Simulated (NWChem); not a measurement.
System: C2H7NSe; SMILES CN([SeH])C

NWChem input:

```
start job
memory heap 200 mb stack 900 mb global 1100 mb
geometry units angstroms noautosym nocenter noautoz
  Se     0.002383     0.969778     0.069982
  H      0.003410     1.402667    -1.341908
  N      0.001445    -0.851819    -0.296525
  C     -1.209632    -1.539267     0.092516
  C      1.210891    -1.540913     0.094673
  H     -1.198205    -2.552493    -0.345521
  H     -1.337368    -1.653649     1.190176
  H     -2.088905    -1.011389    -0.301401
  H      1.336512    -1.655476     1.192560
  H      1.198862    -2.554131    -0.343366
  H      2.091582    -1.014235    -0.297679
end
basis spherical
  Se library pcsseg-1
  H library pcsseg-1
  N library pcsseg-1
  C library pcsseg-1
end
dft
  xc kt2
  iterations 150
end
property
  shielding 7 1 2 3 4 6 7 8
  efieldgrad
end
task dft property
```

Output (shortened):

```
             Northwest Computational Chemistry Package (NWChem) 7.3.0
             --------------------------------------------------------

                             Geometry "geometry" -> ""
                             -------------------------

 Output coordinates in angstroms (scale by  1.889725989 to convert to a.u.)

  No.       Tag          Charge          X              Y              Z
 ---- ---------------- ---------- -------------- -------------- --------------
    1 Se                  34.0000     0.00238300     0.96977800     0.06998200
    2 H                    1.0000     0.00341000     1.40266700    -1.34190800
    3 N                    7.0000     0.00144500    -0.85181900    -0.29652500
    4 C                    6.0000    -1.20963200    -1.53926700     0.09251600
    5 C                    6.0000     1.21089100    -1.54091300     0.09467300
    6 H                    1.0000    -1.19820500    -2.55249300    -0.34552100
    7 H                    1.0000    -1.33736800    -1.65364900     1.19017600
    8 H                    1.0000    -2.08890500    -1.01138900    -0.30140100
    9 H                    1.0000     1.33651200    -1.65547600     1.19256000
   10 H                    1.0000     1.19886200    -2.55413100    -0.34336600
   11 H                    1.0000     2.09158200    -1.01423500    -0.29767900

 Effective nuclear repulsion energy (a.u.)     271.1874659232

                              NWChem Property Module
                              ----------------------

  itol2e modified to match energy
  convergence criterion.

                                 NWChem DFT Module
                                 -----------------

 Summary of "ao basis" -> "ao basis" (spherical)
 ------------------------------------------------------------------------------
       Tag                 Description            Shells   Functions and Types
 ---------------- ------------------------------  ------  ---------------------
 Se                         pcsseg-1                15       41   5s7p3d
 H                          pcsseg-1                 3        5   2s1p
 N                          pcsseg-1                 7       17   3s3p1d
 C                          pcsseg-1                 7       17   3s3p1d

  itol2e modified to match energy
  convergence criterion.

            General Information
            -------------------
          SCF calculation type: DFT
          Wavefunction type:  closed shell.
          No. of atoms     :    11
          No. of electrons :    60
           Alpha electrons :    30
            Beta electrons :    30
          Charge           :     0
          Spin multiplicity:     1
          Use of symmetry is: off; symmetry adaption is: off
          Maximum number of iterations: 150
          AO basis - number of functions:   127
                     number of shells:    57
          Convergence on energy requested:  1.00D-07
          Convergence on density requested:  1.00D-05
          Convergence on gradient requested:  5.00D-04

              XC Information
              --------------
                          KT2 Method XC Functional
                        Slater Exchange Functional  1.072 local
                           KT1 gradient correction  1.000 non-local
            Perdew 1991 LDA Correlation Functional  0.577 local

             Grid Information
             ----------------
          Grid used for XC integration:  fine
          Radial quadrature: Mura-Knowles
          Angular quadrature: Lebedev.
          Tag              B.-S. Rad. Rad. Pts. Rad. Cut. Ang. Pts.
          ---              ---------- --------- --------- ---------
          Se                  1.15      140          11.0       974
          H                   0.35       60          12.0       590
          N                   0.65       70           8.0       590
          C                   0.70       70          11.0       590
          Grid pruning is: on
          Number of quadrature shells:   770
          Spatial weights used:  Erf1

      Superposition of Atomic Density Guess
      -------------------------------------

 Sum of atomic energies:       -2532.61184533

      Non-variational initial energy
      ------------------------------

 Total energy =   -2534.852182
 1-e energy   =   -4061.440150
 2-e energy   =    1255.400502
 HOMO         =      -0.254582
 LUMO         =      -0.000069

   convergence    iter        energy       DeltaE   RMS-Dens  Diis-err
 ---------------- ----- ----------------- --------- --------- ---------
 d= 0,ls=0.0,diis     1  -2547.9764601627 -2.82D+03  5.95D-03  2.86D+00
 d= 0,ls=0.0,diis     2  -2548.0092019467 -3.27D-02  3.40D-03  1.86D-01
 d= 0,ls=0.0,diis     3  -2548.0146599945 -5.46D-03  1.41D-03  8.28D-02
 d= 0,ls=0.0,diis     4  -2548.0194363912 -4.78D-03  2.72D-04  6.59D-04
 d= 0,ls=0.0,diis     5  -2548.0194829436 -4.66D-05  1.15D-04  2.88D-04
  Resetting Diis
 d= 0,ls=0.0,diis     6  -2548.0195148038 -3.19D-05  4.23D-05  4.00D-05
 d= 0,ls=0.0,diis     7  -2548.0195194434 -4.64D-06  2.20D-05  1.58D-06
 d= 0,ls=0.0,diis     8  -2548.0195191215  3.22D-07  1.30D-05  4.41D-06
 d= 0,ls=0.0,diis     9  -2548.0195196622 -5.41D-07  2.63D-06  1.67D-07
 d= 0,ls=0.0,diis    10  -2548.0195196828 -2.05D-08  4.87D-07  7.20D-09

         Total DFT energy =    -2548.019519682766
      One electron energy =    -4067.911344000149
           Coulomb energy =     1368.084587722617
    Exchange-Corr. energy =     -119.380229328467
 Nuclear repulsion energy =      271.187465923233

 Numeric. integr. density =       59.999997423208

                       DFT Final Molecular Orbital Analysis
                       ------------------------------------

 Vector   28  Occ=2.000000D+00  E=-3.163959D-01
              MO Center=  1.5D-03, -1.5D-01,  5.7D-02, r^2= 3.7D+00
   Bfn.  Coefficient  Atom+Function         Bfn.  Coefficient  Atom+Function
  ----- ------------  ---------------      ----- ------------  ---------------
    23      0.248651   1 Se pz                5      0.218094   1 Se s
    26      0.219099   1 Se pz               22      0.215513   1 Se py
    54     -0.213617   3 N  py                4      0.189031   1 Se s
    57     -0.187894   3 N  py               25      0.178351   1 Se py
     3     -0.171571   1 Se s                42     -0.129571   2 H  s

 Vector   29  Occ=2.000000D+00  E=-2.026215D-01
              MO Center=  2.5D-03,  8.5D-01,  2.9D-02, r^2= 2.2D+00
   Bfn.  Coefficient  Atom+Function         Bfn.  Coefficient  Atom+Function
  ----- ------------  ---------------      ----- ------------  ---------------
    24      0.634789   1 Se px               21      0.496475   1 Se px
    15     -0.187089   1 Se px               18     -0.131842   1 Se px
    66      0.097817   4 C  s                83     -0.097794   5 C  s
    98     -0.069619   6 H  s               118      0.069334  10 H  s
    71      0.066986   4 C  py               88     -0.067027   5 C  py

 Vector   30  Occ=2.000000D+00  E=-1.918209D-01
              MO Center=  1.2D-03, -7.7D-01, -1.4D-01, r^2= 2.6D+00
   Bfn.  Coefficient  Atom+Function         Bfn.  Coefficient  Atom+Function
  ----- ------------  ---------------      ----- ------------  ---------------
    58      0.465479   3 N  pz               55      0.385167   3 N  pz
    52      0.196762   3 N  pz              103     -0.185561   7 H  s
   113     -0.185582   9 H  s                42      0.156352   2 H  s
   104     -0.149613   7 H  s               114     -0.149615   9 H  s
     5     -0.140301   1 Se s                49     -0.135974   3 N  s

 Vector   31  Occ=0.000000D+00  E=-4.572768D-02
              MO Center=  2.1D-03,  5.0D-01,  5.1D-02, r^2= 3.3D+00
   Bfn.  Coefficient  Atom+Function         Bfn.  Coefficient  Atom+Function
  ----- ------------  ---------------      ----- ------------  ---------------
    25      0.883879   1 Se py               49      0.726597   3 N  s
    57      0.424819   3 N  py               22      0.333520   1 Se py
    43     -0.270367   2 H  s                54      0.216368   3 N  py
     5     -0.214942   1 Se s                48      0.171996   3 N  s
    58      0.166438   3 N  pz              104     -0.153065   7 H  s

 Vector   32  Occ=0.000000D+00  E=-5.344047D-03
              MO Center=  2.5D-03,  6.6D-01, -6.3D-01, r^2= 5.2D+00
   Bfn.  Coefficient  Atom+Function         Bfn.  Coefficient  Atom+Function
  ----- ------------  ---------------      ----- ------------  ---------------
    43      1.152127   2 H  s                26      0.828618   1 Se pz
     5     -0.776135   1 Se s                66     -0.382875   4 C  s
    83     -0.382923   5 C  s                 4     -0.351635   1 Se s
    49      0.340840   3 N  s               104      0.301771   7 H  s
   114      0.301782   9 H  s                99      0.287810   6 H  s

 Vector   33  Occ=0.000000D+00  E= 3.543251D-02
              MO Center=  6.8D-04, -1.6D+00, -1.1D-01, r^2= 7.2D+00
   Bfn.  Coefficient  Atom+Function         Bfn.  Coefficient  Atom+Function
  ----- ------------  ---------------      ----- ------------  ---------------
    66      1.091334   4 C  s                83      1.091304   5 C  s
    99     -0.724182   6 H  s               119     -0.724051  10 H  s
   109     -0.499706   8 H  s               124     -0.499764  11 H  s
    43      0.485864   2 H  s               104     -0.435365   7 H  s
   114     -0.435372   9 H  s                26      0.375891   1 Se pz

     Multipole analysis of the density
     ---------------------------------

[...]

          -----------------------------------------
          Chemical Shielding Tensors (GIAO, in ppm)
          -----------------------------------------

                                NWChem CPHF Module
                                ------------------

  scftype          =     RHF
  nclosed          =       30
  nopen            =        0
  variables        =     2910
  # of vectors     =        3
  tolerance        = 0.10D-03
  level shift      = 0.00D+00
  max iterations   =       50
  max subspace     =       30

 SCF residual:    1.1565344638676442E-005

Iterative solution of linear equations
  No. of variables     2910
  No. of equations        3
  Maximum subspace       30
        Iterations       50
       Convergence  1.0D-04

   iter   nsub   residual    time
   ----  ------  --------  ---------
     1      3    7.57D-06      84.2

      Atom:    1  Se
        Diamagnetic
   2993.5781      0.0101     -0.0026
      0.0101   3010.5088      1.1490
     -0.0026      1.1490   2999.6550

        Paramagnetic
  -2010.2047      0.7505      0.4618
      0.7505   -775.1284    -48.9610
      0.4618    -48.9610  -2895.5972

        Total Shielding Tensor
    983.3735      0.7606      0.4592
      0.7606   2235.3804    -47.8120
      0.4592    -47.8120    104.0578

           isotropic =    1107.6039
          anisotropy =    1693.2735

          Principal Components and Axis System
                 1           2           3
             2236.4529    983.3733    102.9855

      1         0.0006      1.0000     -0.0005
      2         0.9997     -0.0006      0.0224
      3        -0.0224      0.0006      0.9997

      Atom:    2  H
        Diamagnetic
     17.6277      0.0102     -0.0190
      0.0102     25.8781     -9.0133
     -0.0190     -9.0133     42.3019

        Paramagnetic
     -0.0148      0.0006      0.0093
      0.0006      3.6568      3.2146
      0.0093      3.2146    -13.4756

        Total Shielding Tensor
     17.6129      0.0108     -0.0097
      0.0108     29.5349     -5.7987
     -0.0097     -5.7987     28.8263

           isotropic =      25.3247
          anisotropy =      14.4981

          Principal Components and Axis System
                 1           2           3
               34.9901     23.3711     17.6129

      1         0.0008      0.0001      1.0000
      2         0.7284      0.6852     -0.0007
      3        -0.6852      0.7284      0.0005

      Atom:    3  N
        Diamagnetic
    329.0619      0.0054      0.0292
      0.0054    338.7635      1.5980
      0.0292      1.5980    297.2279

        Paramagnetic
    -91.9758      0.0116      0.0546
      0.0116    -66.2128     10.2064
      0.0546     10.2064   -123.9291

        Total Shielding Tensor
    237.0861      0.0171      0.0837
      0.0171    272.5507     11.8044
      0.0837     11.8044    173.2988

           isotropic =     227.6452
          anisotropy =      69.4352

          Principal Components and Axis System
                 1           2           3
              273.9353    237.0862    171.9141

      1         0.0007      1.0000     -0.0012
      2         0.9932     -0.0009     -0.1165
      3         0.1165      0.0012      0.9932

      Atom:    4  C
        Diamagnetic
    254.8069      8.4304     -4.4073
      8.4304    248.8921     -2.5223
     -4.4073     -2.5223    243.5406

        Paramagnetic
    -95.4083     22.6368     -5.2480
     22.6368   -114.9951     -4.0342
     -5.2480     -4.0342   -152.4906

        Total Shielding Tensor
    159.3987     31.0672     -9.6553
     31.0672    133.8970     -6.5565
     -9.6553     -6.5565     91.0500

           isotropic =     128.1152
          anisotropy =      80.4250

          Principal Components and Axis System
                 1           2           3
              181.7319    113.0660     89.5478

      1         0.8237     -0.5573      0.1044
      2         0.5525      0.8303      0.0735
      3        -0.1276     -0.0028      0.9918

      Atom:    5  H
        Diamagnetic
     26.5580      4.1927      0.1104
      4.1927     38.2262      4.6991
      0.1104      4.6991     24.1114

        Paramagnetic
      1.2378      0.3302      0.3047
      0.3302     -5.2893     -3.1465
      0.3047     -3.1465      0.9209

        Total Shielding Tensor
     27.7958      4.5229      0.4151
      4.5229     32.9369      1.5527
      0.4151      1.5527     25.0323

           isotropic =      28.5883
          anisotropy =      10.8063

          Principal Components and Axis System
                 1           2           3
               35.7925     25.4401     24.5324

      1         0.4929      0.7628      0.4186
      2         0.8583     -0.3472     -0.3778
      3         0.1429     -0.5455      0.8258

      Atom:    6  H
        Diamagnetic
     25.8713      3.3178     -5.3081
      3.3178     25.0277     -3.8239
     -5.3081     -3.8239     36.6530

        Paramagnetic
      2.5491     -0.2768      1.7140
     -0.2768      2.8444      1.6399
      1.7140      1.6399     -7.9119

        Total Shielding Tensor
     28.4204      3.0411     -3.5940
      3.0411     27.8722     -2.1840
     -3.5940     -2.1840     28.7411

           isotropic =      28.3446
          anisotropy =       8.9357

          Principal Components and Axis System
                 1           2           3
               34.3017     26.0818     24.6502

      1         0.6249      0.0268     -0.7802
      2         0.4994      0.7545      0.4259
      3        -0.6001      0.6558     -0.4581

      Atom:    7  H
        Diamagnetic
     38.2480     -1.3500      3.4669
     -1.3500     27.0062     -1.7381
      3.4669     -1.7381     23.2834

        Paramagnetic
     -4.3770      3.2200     -2.0434
      3.2200     -0.5916      1.3003
     -2.0434      1.3003      1.2664

        Total Shielding Tensor
     33.8709      1.8700      1.4235
      1.8700     26.4146     -0.4379
      1.4235     -0.4379     24.5498

           isotropic =      28.2784
          anisotropy =       9.3037

          Principal Components and Axis System
                 1           2           3
               34.4809     26.2675     24.0869

      1         0.9675     -0.1575     -0.1977
      2         0.2173      0.9178      0.3323
      3         0.1291     -0.3645      0.9222
```

Level: KT2/pcSseg-1, GIAO. All runs use the structure optimised with PBE0/def2-SVP. NWChem prints the field gradient with the sign opposite to the second derivative of the potential. The output numbers the shielded atoms by their place in the input's list. The printed shielding anisotropy is the first printed principal value minus the mean of the other two.
